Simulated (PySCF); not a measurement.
# Exercise with solution: entropy of an ideal gas

Cl3Si, SMILES [Si](Cl)(Cl)Cl (connectivity only; charge and spin as stated), charge +1, multiplicity 1.

The structure is a stationary point at PBE0-D3(BJ)/def2-SVP. The spin state was assumed, not searched. The isomer is the one that the SMILES or the coordinates give; other isomers of the formula were not compared.

PBE0-D3(BJ)/def2-SVP in PySCF 2.14.0 gives the harmonic wavenumbers 181, 181, 235, 460, 761, 761 cm⁻¹ and the rotational temperatures 0.1184, 0.1184, 0.0592 K. The molar mass is 134.44 g/mol, the symmetry number 6, the spin multiplicity 1.

Problem. Work out the entropy at 298.15 K and 1 atm in the rigid-rotor, harmonic-oscillator model.

Solution. 
Translation (Sackur–Tetrode at 1 atm): S = R[1.5 ln M + 2.5 ln T − 1.16487] = 169.9 J/(mol K).
Rotation: q = (√π/σ) T^1.5/√(θA θB θC) = 52800, S = R[ln q + 3/2] = 102.9 J/(mol K).
Vibration: with u = 1.4388 ν/T, each mode gives R[u/(e^u − 1) − ln(1 − e^−u)]:
```csv
ν (cm⁻¹),modes,u,S (J/(mol K))
181,2,0.87,19.40
235,1,1.13,7.70
460,1,2.22,3.21
761,2,3.67,2.02
```
These are all the modes. Sum 32.3 J/(mol K).
Spin: R ln 1 = 0.0 J/(mol K).
Total 305.1 J/(mol K); the program's own thermochemistry gives 305.1. Translation makes up 56 % and vibration 11 %. Anharmonicity, hindered rotation and orbital degeneracy are left out.
